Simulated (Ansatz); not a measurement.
```yaml
crystal:
  periodic: [false, false, false]
  atoms:
    - {symbol: Ge, position_ang: [-0.613100, 0.426450, 2.318779]}
    - {symbol: C, position_ang: [-0.048644, 0.186382, 0.543855]}
    - {symbol: C, position_ang: [0.845562, -1.070486, 0.284297]}
    - {symbol: C, position_ang: [1.054599, -1.159952, -1.269627]}
    - {symbol: C, position_ang: [0.646980, -0.465141, -2.147673]}
    - {symbol: C, position_ang: [-0.445946, 0.466454, -2.029315]}
    - {symbol: C, position_ang: [-0.662235, 0.748746, -0.661160]}
    - {symbol: H, position_ang: [-0.920123, 2.167229, 2.441242]}
    - {symbol: H, position_ang: [0.692308, 0.153311, 3.261545]}
    - {symbol: H, position_ang: [-1.713415, -0.333097, 2.696030]}
    - {symbol: H, position_ang: [0.995024, -1.430482, 1.104516]}
    - {symbol: H, position_ang: [1.884825, -1.937993, -1.089126]}
    - {symbol: H, position_ang: [0.810308, -0.502148, -3.129965]}
    - {symbol: H, position_ang: [-1.036737, 1.225919, -2.752505]}
    - {symbol: H, position_ang: [-1.383685, 1.631271, -0.383884]}
basis:
  gaussian: {orbitals: def2-TZVPD}
magnetization: {spin_polarized: true, initial_magnetization: 4}
hamiltonian: {xc: {name: revPBE0}, dispersion: d3bj}
output: {forces: true}
```

```sh
$ ansatz run in.yaml --threads 2 --pin off --events-out ev --progress --plain --max-ram 32768MiB --backend cuda --devices 0, --max-vram 18GiB
```

It prints (some lines left out):

```
Functional definition: revPBE0
1878 factors; their error is unknown
mean field evaluation 1: about -62823.0807 eV, gradient 6.7e1 eV
mean field evaluation 2: about -62124.8428 eV, gradient 2.8e2 eV
mean field evaluation 4: about -62849.5235 eV, gradient 2.1e1 eV
mean field evaluation 8: about -62852.6283 eV, gradient 8.8e-1 eV
mean field evaluation 16: about -62852.8618 eV, gradient 7.2e-2 eV
mean field evaluation 32: about -62852.6861 eV, gradient 1.5e0 eV
mean field -62852.86185985 eV, -2309.8000701497 hartree, gradient 2.8e-5 eV, S^2 6.018248; 2 other end points of the search recorded, 0 dependent functions left out
reference -62852.86191989 eV, -2309.8000723562 hartree; 40, 36 occupied and 308, 312 virtual orbitals, 1878 factors
Total energy: -62853.76185083 eV, -2309.8331442079 hartree
Atom 0 at    -0.613100     0.426450     2.318779 Å, force     3.137905     4.448370     0.283681 eV/Å
Atom 1 at    -0.048644     0.186382     0.543855 Å, force     1.686666    -1.733112     0.026318 eV/Å
Atom 2 at     0.845562    -1.070486     0.284297 Å, force    -4.444906     8.291649   -11.087310 eV/Å
Atom 3 at     1.054599    -1.159952    -1.269627 Å, force     7.715238   -11.158136    15.260748 eV/Å
Atom 4 at     0.646980    -0.465141    -2.147673 Å, force    -6.943144     8.901238    -8.984027 eV/Å
Atom 5 at    -0.445946     0.466454    -2.029315 Å, force    -0.579435     0.783762    -1.587775 eV/Å
Atom 6 at    -0.662235     0.748746    -0.661160 Å, force    -4.326489     4.386009     3.393759 eV/Å
Atom 7 at    -0.920123     2.167229     2.441242 Å, force     0.182458    -2.223054    -0.020104 eV/Å
Atom 8 at     0.692308     0.153311     3.261545 Å, force    -1.062280     0.033839    -0.680762 eV/Å
Atom 9 at    -1.713415    -0.333097     2.696030 Å, force    -2.876925    -1.845213     1.166027 eV/Å
Atom 10 at     0.995024    -1.430482     1.104516 Å, force     2.897930    -5.854331     8.384981 eV/Å
Atom 11 at     1.884825    -1.937993    -1.089126 Å, force    -0.904344     0.856686    -2.626132 eV/Å
Atom 12 at     0.810308    -0.502148    -3.129965 Å, force     1.996190    -0.998663    -3.876518 eV/Å
Atom 13 at    -1.036737     1.225919    -2.752505 Å, force     2.105198    -2.392646     1.133188 eV/Å
Atom 14 at    -1.383685     1.631271    -0.383884 Å, force     1.415938    -1.496398    -0.786075 eV/Å
Dipole moment:    -0.027061    -0.125075    -0.151774 e Å
```

In this input the spin is set far too high for this molecule. Self-consistency was reached. The result belongs to that input, not to the molecule as meant.
